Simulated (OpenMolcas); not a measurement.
Os4+ among 6 point charges of -1.5 e arranged as a tetragonal octahedron (D4h). The axial distance is 1.01 times the equatorial one, R.

```
Program             : OpenMolcas 26.06
Method              : CASSCF
Basis               : ANO-RCC-VDZP [7s6p4d2f1g]
Scalar Hamiltonian  : DKH2, point nucleus
Active space        : 4 electrons in 5 orbitals (5d)
State averaging     : 2S+1 = 5 even, 5 roots; 2S+1 = 3 even, 45 roots; 2S+1 = 1 even, 50 roots
Spin-orbit coupling : state interaction with AMFI integrals over the reference wave functions
```

All point charges move together. At R = 1.71 Å the first state of the same spin is 946.1 cm-1, and at R = 1.81 Å it is 808.4 cm-1.

Question: A third run gives 643.3 cm-1. What distance was it run at?

Answer: With a power law R^-n the two known points give n = -ln(808.4 / 946.1) / ln(1.81 / 1.71) = 2.77. Then R = 1.71 × (946.1 / 643.3)^(1/2.77) = 1.966 Å. The run was at 1.96 Å, so the estimate is off by +0.006 Å.

Without dynamic correlation the repulsion within the d shell is too large (B by tens of per cent), so at a given field states of lower spin stand too high. This shell can be high or low spin here, a state of another spin lies low, and with metal d orbitals alone active their balance is uncertain, so the ground spin may be wrong. Point charges give a weaker field than real ligands, and real ions of this kind are as a rule low spin; the high spin found here belongs to the model. Spin-orbit coupling mixes the spin-free states strongly: the lowest level takes only 30 % from its leading state, 3E, which lies 3089 cm-1 above the lowest spin-free state (figures for R = 1.71; the like holds for R = 1.81, R = 1.96). Point charges carry no covalency, so the field is a model and not that of real ligands. No measured value stands beside these numbers.
